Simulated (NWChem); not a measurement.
# SiH3O3F; SMILES O[Si](O)(O)F

```xyz
8

O      0.5819    -1.5223     0.2819
Si     0.0002    -0.0113     0.0545
O     -1.5330     0.0924     0.6131
O      0.9523     1.0796     0.8140
F     -0.0007     0.3135    -1.5324
H      0.0984    -2.2497    -0.1193
H     -1.9797     0.9395     0.5311
H      1.8806     1.1075     0.5667
```
Atoms are numbered in this order, from 1.

All runs: NWChem. Pople sets run with spherical d functions. Structure relaxed at the PBE0/def2-SVP level. Vzz is the largest principal value of the second derivative of the potential at the nucleus (NWChem prints the opposite sign); η is the asymmetry. Non-relativistic.

```csv
level,Vzz O4 (a.u.),η O4
B3LYP/6-31G*,1.393,0.60
B3LYP/def2-TZVP,…,0.57
Hartree-Fock/def2-TZVP,1.460,0.56
Hartree-Fock/def2-SVP,1.513,0.57
```

Problem. Complete the blanks.

Solution. 
- B3LYP/def2-TZVP, Vzz O4 (a.u.): 1.406
